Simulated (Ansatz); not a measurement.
Stepwise reaction of `FB[Si](F)(F)F` with hydrogen, as a gas-phase model of exchange steps in deposition or etching. ΔE in kJ/mol.

Gas-phase electronic energies from Ansatz, PBE0-D4/def2-TZVP geometries. CCSD(T)/CBS is the MP2 limit (def2-TZVPP, def2-QZVPP) plus CCSD(T) − MP2 in def2-TZVPP, frozen cores. This one scheme is used for every species. Functionals use def2-TZVPP. B3LYP here is the variant with VWN-RPA as its local correlation; programs differ in this. Each species was taken in one conformer, which may not be the lowest.

| step | reaction | PBE-D4 | B3LYP-D4 | ωB97M-V | CCSD(T)/CBS |
| --- | --- | --- | --- | --- | --- |
| 1 | `FB[Si](F)(F)F` + H₂ → `B[Si](F)(F)F` + H–F | 123.5 | 122.4 | 119.7 | 111.1 |
| 2 | `B[Si](F)(F)F` + H₂ → `B[SiH](F)F` + H–F | 138.2 | 145.9 | 147.0 | 143.4 |

Q: Give the row of step 3, `B[SiH](F)F` + H₂ → `B[SiH2]F` + H–F. (Best estimate.)

A: The calculation gave: 
```tsv
step	reaction	PBE-D4	B3LYP-D4	ωB97M-V	CCSD(T)/CBS
3	`B[SiH](F)F` + H₂ → `B[SiH2]F` + H–F	116.4	126.8	127.3	124.7
```

Q: By hand: ΔE of the 3 steps together at CCSD(T)/CBS.

A: (111.1) + (143.4) + (124.7) = 379.2 kJ/mol, or 126.4 kJ/mol a step.

In ΔE step 1 is the lowest and step 2 the highest. All are uphill at CCSD(T)/CBS. PBE-D4 differs from CCSD(T)/CBS by -8.3 to 12.4 kJ/mol a step. Only this route is followed, and other bonds may react first. Isolated molecules leave out the surface, adducts and barriers. Largest T1 diagnostic: 0.013.
